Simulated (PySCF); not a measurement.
HO2, SMILES [O]O (connectivity only; charge and spin as stated), charge -1, multiplicity 1. Atoms are numbered in the order given.

```xyz
3

O      0.0156     0.8100     0.0000
O     -0.1179    -0.6946     0.0000
H      0.8188    -0.9232     0.0000
```
Charge -1, spin multiplicity 1.

Geometry optimised at r2SCAN-D4/def2-TZVPD. The spin state was assumed, not searched. The isomer is the one that the SMILES or the coordinates give; other isomers of the formula were not compared.

Calculation: KT2/pcSseg-2 (PySCF).

GIAO shieldings, no solvent; atoms alike by connectivity are averaged. δ = σ(ref) − σ: ¹⁷O against H2O (σ = 324.0 ppm); ¹H against TMS (σ = 31.47 ppm), references at their B3LYP-D3(BJ)/def2-TZVP geometries, non-relativistic.

```
nucleus  atoms  count  δ (ppm)
-------  -----  -----  -------
¹⁷O         O1      1    660.1
¹⁷O         O2      1     98.4
¹H          H3      1     1.09
```
